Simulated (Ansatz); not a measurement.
C$_{2}$F$_{2}$GeN$_{2}$ (`N#[C][Ge]([F])([F])[C]#N`). Total charge 0; spin multiplicity 1.

```xyz
7

N    -2.020    1.932    0.002
C    -1.289    1.054   -0.128
Ge   -0.065   -0.379   -0.319
F     0.475   -0.436   -1.930
F    -0.867   -1.840    0.013
C     1.432   -0.222    0.829
N     2.334   -0.109    1.533
```

(1) What are the harmonic wavenumbers in cm⁻¹ at PBE0-D4/def2-TZVP (Ansatz, finite differences of forces, unscaled)? (Estimate.)

(2) Is this a minimum?

(3) Give the ideal-gas thermochemistry at 298.15 K and 1 bar (rigid rotor, harmonic oscillator; point group C2v, symmetry number 2).

(4) And at 400, 500, 600, 800 and 1000 K?

Answers

(1) Ansatz gave: 84, 119, 124, 179, 233, 315, 320, 363, 372, 498, 547, 760, 782, 2352, 2353.

(2) Yes, all 15 modes are real.

(3) Zero-point energy 56.2 kJ/mol; H(298) − E = 80.1 kJ/mol; entropy 372.3 J/(mol·K), of which translation 172.4, rotation 113.5, vibration 86.5; G(298) − E = -30.9 kJ/mol. Modes under 100 cm⁻¹ are hindered rotations or soft bends, so the harmonic entropy is rough.

(4) 
```
T (K)  H − E (kJ/mol)  S (J/mol/K)  G − E (kJ/mol)
  400            92.4        407.7           -70.6
  500           105.2        436.2          -112.9
  600           118.5        460.5          -157.7
  800           146.1        500.1          -254.0
 1000           174.8        532.0          -357.3
```
